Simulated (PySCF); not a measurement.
```xyz
4
charge 1 multiplicity 1, angstrom
O     0.0000    0.0000   -0.7137
Cu    1.6578    0.0000    0.0654
Cu   -0.8289    1.4357    0.0654
Cu   -0.8289   -1.4357    0.0654
```

All numbers come from PySCF, B3LYP, basis O def2-SVP, Cu def2-SVP (no relativity, density fitting).

This geometry of Cu₃O⁺ is a stationary point at this level.

(1) What is the point group?

(2) Is it a minimum?

(3) List the harmonic modes with their infrared intensities.

(4) Give the ideal-gas entropy at 298.15 K and 1 bar by parts.

Results:

(1) C3v.

(2) Yes: all harmonic wavenumbers are real, though the softest, 32 cm⁻¹, leaves little margin.

(3) 
| symmetry | ω (cm⁻¹) | IR (km/mol, summed over degenerate members) |
| --- | --- | --- |
| e | 32 | 0.7 |
| a1 | 67 | 7.6 |
| a1 | 453 | 23.6 |
| e | 572 | 127 |

(4) translation 175.2, rotation 111.9, vibration 72.9, spin 0.0; total 360.0 J/(mol K).

This need not be the most stable arrangement of these atoms.
